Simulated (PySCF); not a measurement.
SMILES [CH3][Sn][OH] (CH4OSn) (CAM-B3LYP/def2-SVP optimised geometry):

```
7

Sn    -0.817    -0.923     0.000
C      1.370    -0.923     0.000
H      1.766    -1.440     0.889
H      1.718     0.121     0.000
H      1.766    -1.441    -0.888
O     -0.872     1.077     0.000
H     -1.766     1.441     0.003
```

Level of theory: CAM-B3LYP/def2-TZVP, def2 effective core potentials past Kr (PySCF 2.14.0).

Problem. What are the frontier orbital energies and the dipole moment?

Solution. HOMO-2 -10.16 eV, HOMO-1 -10.07 eV, HOMO -7.54 eV, LUMO -1.21 eV, LUMO+1 0.51 eV; dipole moment 1.79 D.

On the same geometry PBE/def2-TZVP, def2 effective core potentials past Kr in PySCF gives HOMO-2 -7.35 eV, HOMO-1 -7.07 eV, HOMO -5.26 eV, LUMO -2.81 eV, LUMO+1 -0.95 eV; dipole moment 1.47 D.
